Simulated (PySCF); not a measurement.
Simulated outer-valence photoelectron spectrum of `O[SiH2]C(F)F`. The calculation used EOM-IP-CCSD/aug-cc-pVDZ in PySCF, restricted Hartree–Fock reference, 9 core orbitals frozen, non-relativistic, gas phase, PBE0-D3(BJ)/def2-SVP geometry.

Each root has a Gaussian of 0.4 eV full width with its one-hole share as area; cross sections and vibrations are left out, and the highest printed point is 100.

```tsv
ionisation energy (eV)	intensity
10.5	0
10.6	2
10.7	8
10.8	23
10.9	47
11.0	69
11.1	72
11.2	52
11.3	27
11.4	10
11.5	3
11.6	2
11.7	5
11.8	16
11.9	38
12.0	63
12.1	73
12.2	61
12.3	35
12.4	15
12.5	4
12.6	1
12.7	0
12.8	0
12.9	0
13.0	2
13.1	7
13.2	21
13.3	45
13.4	68
13.5	75
13.6	67
13.7	62
13.8	70
13.9	76
14.0	65
14.1	45
14.2	37
14.3	51
14.4	75
14.5	94
14.6	100
14.7	97
14.8	83
14.9	57
15.0	30
15.1	16
15.2	19
15.3	39
15.4	63
15.5	75
15.6	70
15.7	62
15.8	66
15.9	74
16.0	68
16.1	45
16.2	22
16.3	7
16.4	2
16.5	0
```

Question: Where are the maxima, and how many lines lie under the curve?

Answer: 7 maxima, at 11.1, 12.1, 13.5, 13.9, 14.6, 15.5 and 15.9 eV, from 8 lines. At this width some lines have no maximum of their own.

Question: List the lines with their holes.

Answer: 
```csv
E (eV),leading hole (HF orbital),area,Koopmans (eV)
11.06,HOMO,0.95,12.35
12.10,HOMO-1,0.95,13.13
13.47,HOMO-2,0.94,15.08
13.91,HOMO-3,0.94,15.38
14.47,HOMO-4,0.95,16.19
14.77,HOMO-5,0.95,17.30
15.49,HOMO-7,0.94,18.33
15.94,HOMO-6,0.93,17.57
```

The widest gap, 1.37 eV, lies between 12.10 and 13.47 eV. Only orbitals with −ε under 21 eV, eight at most, were ionised, so the high end of the curve may lack lines.

Hardware: one thread, Arm Neoverse V2, on a shared host. Cost: 6.0 min.

Shape of the structure used: `[OH:1][SiH2:2][CH:3]([F:4])[F:5]`: O1–Si2–C3–F4 -51°, H–O1–Si2–C3 45°.

One conformer stands for the species.
